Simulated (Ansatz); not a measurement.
Relaxation of ClF3H2Hf (7 atoms, charge 0, multiplicity 1), to a largest force component of 0.03 eV/Å in at most 50 steps.

These are results of Ansatz, RKS BLYP-D4/def2-SVP, not measurements.

```xyz
7
Properties=species:S:1:pos:R:3
Hf -0.458 0.000 -0.483
Cl -0.003 0.000 3.211
F 1.355 0.000 0.140
F -0.830 1.575 -1.506
F -0.830 -1.575 -1.506
H -1.770 0.000 0.829
H -1.197 0.000 2.595
```

Task: Where does it end, and by what steps?

Result: The run converged. After 8 steps the energy has fallen by 0.030 eV; Cl2 moved furthest, 0.29 Å.

```json
{"step": "0", "energy less start (eV)": "0.0000", "largest force component (eV/Å)": "0.723", "accepted": "yes"}
{"step": "1", "energy less start (eV)": "0.0167", "largest force component (eV/Å)": "0.908", "accepted": "no"}
{"step": "2", "energy less start (eV)": "-0.0180", "largest force component (eV/Å)": "0.379", "accepted": "yes"}
{"step": "3", "energy less start (eV)": "-0.0215", "largest force component (eV/Å)": "0.352", "accepted": "yes"}
{"step": "4", "energy less start (eV)": "-0.0249", "largest force component (eV/Å)": "0.207", "accepted": "yes"}
{"step": "5", "energy less start (eV)": "-0.0274", "largest force component (eV/Å)": "0.171", "accepted": "yes"}
{"step": "6", "energy less start (eV)": "-0.0296", "largest force component (eV/Å)": "0.059", "accepted": "yes"}
{"step": "7", "energy less start (eV)": "-0.0303", "largest force component (eV/Å)": "0.042", "accepted": "yes"}
{"step": "8", "energy less start (eV)": "-0.0304", "largest force component (eV/Å)": "0.014", "accepted": "yes"}
```

```xyz
7
Properties=species:S:1:pos:R:3
Hf -0.453 0.000 -0.562
Cl -0.160 0.000 3.457
F 1.355 0.000 0.072
F -0.871 1.586 -1.551
F -0.871 -1.586 -1.551
H -1.633 0.000 0.880
H -1.098 0.000 2.536
```

Whether the end is a true minimum wasn't checked by a vibrational analysis.

Time of the run: 23 s on 2 threads of Arm Neoverse V2, on a shared host, peak memory 0.19 GiB.
